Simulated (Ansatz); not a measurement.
Consider the formal exchange of groups at the Sn–Br bond: `[F][SnH2][Br]` + `FC(F)(F)CC(F)(F)F` → `[F][SnH2][C](F)(F)F` + `FC(F)(F)CBr`.

Program: Ansatz. Geometries: PBE0-D4/def2-TZVP. ΔE: electronic, gas phase. CCSD(T)/CBS adds triple-zeta CCSD(T) − MP2 to the extrapolated MP2 energy (def2 sets, frozen cores). Functionals use def2-TZVPP. Elements past krypton have def2 core potentials. For Br, Sn outer-core shells are correlated without core-valence functions, which leaves a few kJ/mol of doubt a bond. Scalar relativity is left out up to krypton.

Is it downhill or uphill in electronic energy at CCSD(T)/CBS, and by how much? (Best estimate.)

The calculation gave: Uphill: ΔE = +2.01 eV.

What do these levels give: PBE-D4, revPBE-D4, r2SCAN-D4, r2SCAN0-D4, BHLYP-D4, BLYP, MP2/def2-SVP, CCSD(T)/def2-SVP, SCS-MP2/def2-TZVPP, CCSD(T)/def2-TZVPP, MP2/CBS(def2), CCSD/CBS(def2)? (An estimate is asked.)

Computed: PBE-D4 1.82, revPBE-D4 1.78, r2SCAN-D4 2.01, r2SCAN0-D4 2.11, BHLYP-D4 2.10, BLYP 1.77, MP2/def2-SVP 2.27, CCSD(T)/def2-SVP 2.22, SCS-MP2/def2-TZVPP 1.96, CCSD(T)/def2-TZVPP 1.96, MP2/CBS(def2) 2.04, CCSD/CBS(def2) 2.05 eV.

What do rigid-rotor, harmonic-oscillator terms from PBE0-D4/def2-TZVP frequencies (298.15 K, 1 bar) make of the CCSD(T)/CBS value? (Estimate.)

Computed: ΔZPE = -0.06 eV, ΔH = +1.96 eV, ΔS = 22 J/(mol·K), ΔG = +1.90 eV. Modes under 50 cm⁻¹ make the entropy rough.

Largest T1 diagnostic among the species: 0.014.

In def2-TZVPP, CCSD(T) changes the Hartree–Fock value by −0.33 eV (the triples alone add −0.04 eV) and MP2 by −0.30 eV. From r2SCAN to r2SCAN0 (25 % exact exchange), in def2-TZVPP and without D4, ΔE moves by +0.10 eV. Leaving LDA and LC-ωPBE aside and taking each functional with its dispersion term where it has one, the values, not all of them listed here, spread over 0.35 eV, from BLYP-D4 to r2SCAN0-D4. LDA lies +0.12 eV from PBE without D4.
